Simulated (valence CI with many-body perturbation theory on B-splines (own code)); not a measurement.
I⁴⁺: electric-dipole lines

Level of theory: configuration interaction combined with many-body perturbation theory (CI+MBPT): three valence electrons over a frozen Dirac-Fock core [Kr] 4d10, a basis of 11 s, 11 p, 10 d, 8 f, 5 g, 2 h functions for each j, with the one-electron correlation potential Σ1 (screened to all orders), the two-electron term Σ2, the three-electron term Σ3, Breit, model QED; selected single and double excitations, second order for the rest, scaled by the run's own slope (own B-spline code, finite nucleus).

No measured spectrum was set against this ion. As an estimate, levels hold to about 250 cm⁻¹ or 0.2 % of their energy and the worst to 1 %, as in measured heavy ions of charge 2 to 7; those with d or f electrons hold less well. The list stops below the first excitations out of the core.

Lines 101 to 150 of 595 in falling wavelength, among levels below 346370 cm⁻¹, chosen from the strongest by gf and those to the six lowest levels. Wavelengths and rates use the calculated energies, so an error of 400 cm⁻¹ moves a line at 2898 Å by 1.2 % and its rate by three times that or more. Electric multipoles are in the length gauge, E1 and E2 with the static RPA response of the core. Weak lines are less certain than strong ones. Lines between different terms over intervals too small for the method are left out, as are lines whose strength nearly cancels. Where a level lies close to another of its J and parity, the split of strength between their lines is uncertain. The highest levels of a list are the least certain.

Names give the largest LS component (configuration and term), which can be under half, so a name can repeat, a term be missing and a line seem to break the LS rules; names also repeat where a configuration has a term twice. Letters in brackets count levels of one name in rising energy.

| λ vac (Å) | Upper | Lower | A (s⁻¹) | log gf | Branch % |
| --- | --- | --- | --- | --- | --- |
| 2898 | 5s5p6p ⁴P_1/2 | 5s5p5d ²P°_3/2 [a] | 7.72e+07 | -0.71 | 5.2 |
| 2890 | 4f5s5p ²G_7/2 [a] | 5s5p5d ²D°_5/2 [a] | 5.42e+07 | -0.27 | 17.2 |
| 2884 | 5s²7d ²D_3/2 | 5s5p5d ²F°_5/2 [b] | 2.19e+07 | -0.96 | 0.7 |
| 2871 | 4f5s5p ²F_7/2 [a] | 5s5p5d ⁴P°_5/2 | 3.93e+07 | -0.41 | 13.4 |
| 2869 | 5s5p6p ²D_5/2 [b] | 5s5p6s ²P°_3/2 [b] | 2.64e+08 | 0.29 | 4.5 |
| 2860 | 4f5s² ²F°_5/2 | 5s²5d ²D_3/2 | 6.19e+07 | -0.34 | 15.3 |
| 2848 | 5s5p6p ²P_1/2 [a] | 5s5p6s ²P°_1/2 [a] | 1.89e+08 | -0.34 | 9.1 |
| 2830 | 4f5s5p ⁴D_7/2 | 5s5p5d ²F°_5/2 [a] | 3.38e+07 | -0.49 | 18.3 |
| 2813 | 5s5p6p ²D_3/2 [b] | 5s5p5d ²P°_1/2 [a] | 2.80e+07 | -0.88 | 1.4 |
| 2813 | 5s²7d ²D_5/2 | 5s5p5d ²F°_7/2 [b] | 2.47e+07 | -0.75 | 0.8 |
| 2813 | 5s5p6p ²P_3/2 | 5s5p6s ²P°_1/2 [b] | 1.28e+08 | -0.22 | 1.7 |
| 2812 | 5s5p6p ²P_3/2 | 5s5p6s ²P°_3/2 [b] | 1.18e+08 | -0.25 | 1.6 |
| 2811 | 5s5p6p ²D_3/2 [b] | 5s5p6s ⁴P°_5/2 | 1.23e+08 | -0.23 | 6.3 |
| 2792 | 5s5p6p ⁴D_3/2 | 5s5p6s ⁴P°_1/2 | 8.60e+07 | -0.40 | 4.4 |
| 2786 | 5s5p6p ⁴P_5/2 | 5s5p6s ⁴P°_5/2 | 2.65e+08 | 0.27 | 15.9 |
| 2774 | 5s²7d ²D_5/2 | 5s5p6s ²P°_3/2 [a] | 1.47e+07 | -0.99 | 0.5 |
| 2774 | 5s5p6p ⁴D_5/2 | 5s5p5d ²P°_3/2 [a] | 8.64e+07 | -0.22 | 4.8 |
| 2767 | 5s5p6p ²P_1/2 [a] | 5s5p5d ²P°_3/2 [a] | 5.77e+07 | -0.88 | 2.8 |
| 2756 | 5s5p6p ⁴P_3/2 | 5s5p6s ⁴P°_3/2 | 4.73e+07 | -0.67 | 2.6 |
| 2742 | 5s5p6p ⁴S_3/2 | 5s5p6s ²P°_3/2 [a] | 7.82e+07 | -0.45 | 4.3 |
| 2733 | 5s5p6p ⁴P_1/2 | 5s5p6s ⁴P°_3/2 | 2.09e+08 | -0.33 | 14.1 |
| 2724 | 4f5s5p ²D_5/2 [b] | 5s5p5d ²P°_3/2 [b] | 4.06e+07 | -0.57 | 1.0 |
| 2712 | 5s5p6p ²D_5/2 [a] | 5s5p5d ²F°_7/2 [b] | 3.63e+07 | -0.62 | 1.8 |
| 2705 | 4f5s5p ⁴D_7/2 | 5s5p5d ⁴D°_5/2 | 2.38e+07 | -0.68 | 12.9 |
| 2694 | 5s5p6p ⁴D_7/2 | 5s5p6s ⁴P°_5/2 | 3.72e+08 | 0.51 | 20.1 |
| 2680 | 5s5p6p ²S_1/2 [a] | 5s5p5d ²P°_3/2 [b] | 1.25e+08 | -0.57 | 4.4 |
| 2676 | 5s5p6p ²D_5/2 [a] | 5s5p6s ²P°_3/2 [a] | 1.03e+08 | -0.18 | 5.0 |
| 2663 | 4f5s5p ⁴D_7/2 | 5s5p5d ⁴D°_7/2 | 3.10e+07 | -0.58 | 16.8 |
| 2657 | 4f5s5p ²G_9/2 [b] | 5s²5f ²F°_7/2 | 8.99e+07 | -0.02 | 1.5 |
| 2653 | 4f5s5p ²F_5/2 [a] | 5s5p5d ⁴D°_3/2 | 1.82e+07 | -0.94 | 5.9 |
| 2635 | 5s²6p ²P°_3/2 | 5s²6s ²S_1/2 | 3.71e+08 | 0.19 | 22.9 |
| 2633 | 5s²6h ²H°_9/2 | 5s²5g ²G_7/2 | 8.84e+08 | 0.96 | 83.7 |
| 2622 | 5s5p6p ⁴D_5/2 | 5s5p6s ⁴P°_3/2 | 2.91e+08 | 0.25 | 16.2 |
| 2609 | 5s5p6p ²D_3/2 [a] | 5s5p6s ²P°_1/2 [a] | 1.44e+08 | -0.23 | 7.6 |
| 2608 | 5s²6h ²H°_9/2 | 5s²5g ²G_9/2 | 1.95e+07 | -0.70 | 1.8 |
| 2608 | 5s²6h ²H°_11/2 | 5s²5g ²G_9/2 | 8.76e+08 | 1.03 | 83.0 |
| 2605 | 4f5s5p ⁴D_5/2 | 5s5p5d ⁴P°_3/2 | 4.49e+07 | -0.56 | 25.1 |
| 2605 | 4f5s5p ²G_7/2 [b] | 5s²5f ²F°_5/2 | 1.05e+08 | -0.07 | 1.9 |
| 2588 | 4f5s5p ²D_3/2 [b] | 5s5p5d ²P°_1/2 [b] | 9.07e+07 | -0.44 | 2.0 |
| 2559 | 5s5p6p ⁴P_3/2 | 5s5p6s ⁴P°_1/2 | 2.98e+08 | 0.07 | 16.6 |
| 2553 | 4f5s5p ⁴D_5/2 | 5s5p5d ⁴D°_5/2 | 4.33e+07 | -0.60 | 24.2 |
| 2541 | 5s5p6p ²D_3/2 [a] | 5s5p5d ²P°_3/2 [a] | 8.21e+07 | -0.50 | 4.4 |
| 2541 | 4f5s5p ²D_5/2 [b] | 5s5p5d ²D°_3/2 [b] | 2.34e+07 | -0.87 | 0.6 |
| 2536 | 4f5s5p ²G_7/2 [a] | 5s5p5d ²F°_5/2 [a] | 1.87e+07 | -0.84 | 5.9 |
| 2518 | 5p²5d ²P_3/2 | 5s5p6s ²P°_3/2 [b] | 2.68e+07 | -0.99 | 0.5 |
| 2518 | 4f5s5p ⁴D_3/2 | 5s5p5d ⁴P°_1/2 | 4.34e+07 | -0.78 | 26.2 |
| 2503 | 4f5s5p ⁴D_3/2 | 5s5p5d ⁴P°_3/2 | 7.29e+07 | -0.56 | 44.0 |
| 2503 | 5s5p6p ²S_1/2 [a] | 5s5p5d ²D°_3/2 [b] | 1.52e+08 | -0.55 | 5.3 |
| 2502 | 5s²5g ²G_9/2 | 5s5p5d ²F°_7/2 [a] | 2.59e+07 | -0.61 | 4.1 |
| 2495 | 5s5p6s ²P°_3/2 [b] | 5s²6d ²D_5/2 | 3.08e+07 | -0.94 | 0.2 |
